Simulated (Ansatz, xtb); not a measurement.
**Relaxing a trial structure of AlH4O2Se**

The starting geometry of this gas-phase doublet was built from a drawn formula by distance geometry and a force field; its bonds are those of `[OH][AlH][SeH]O`.

```
atom    x (Å)    y (Å)    z (Å)
  Al  -1.9686   0.7445   0.4684
   O  -0.6677   0.0287   1.6213
   O   0.2086   1.5769  -1.4368
  Se  -1.3788   2.4836  -1.0360
   H  -0.3151  -0.7140   1.1276
   H  -3.4282   0.1319   0.5445
   H  -0.6828   3.2846   0.0659
   H   0.1530   1.5148  -2.4239
```

Problem. Predict what becomes of its bonds when it is optimised with r2SCAN-D4/def2-SVP.

Solution. It rearranges, giving a structure given below by its coordinates. Contacts that open: O3–Se4 (1.87 → 2.66 Å). Contacts that close: Al1–O3 (3.01 → 1.79 Å).

The energy falls by 3.30 eV over 20 steps:

```csv
step,E − E(last) (eV)
1,3.295
3,2.716
5,1.986
7,1.552
9,0.408
12,0.058
14,0.013
16,0.002
18,0.000
20,0.000
```

Final geometry (Å):

```xyz
8

Al   -1.5235    0.5691   -0.0298
O    -0.7898    0.0028    1.3999
O    -0.3950    0.9578   -1.3649
Se   -1.5816    3.1052   -0.3286
H     0.1189    0.1112    1.6865
H    -2.9638    0.0266   -0.3888
H    -0.2306    3.2603    0.2326
H    -0.7142    1.0180   -2.2758
```

From the same start GFN2-xTB reaches the same bonding as this run.

The end wasn't checked by frequencies. Open shells are spin-unrestricted. Run with Ansatz 0.2.0, 2.4 min on 2 threads of Arm Neoverse V2, on a shared host.
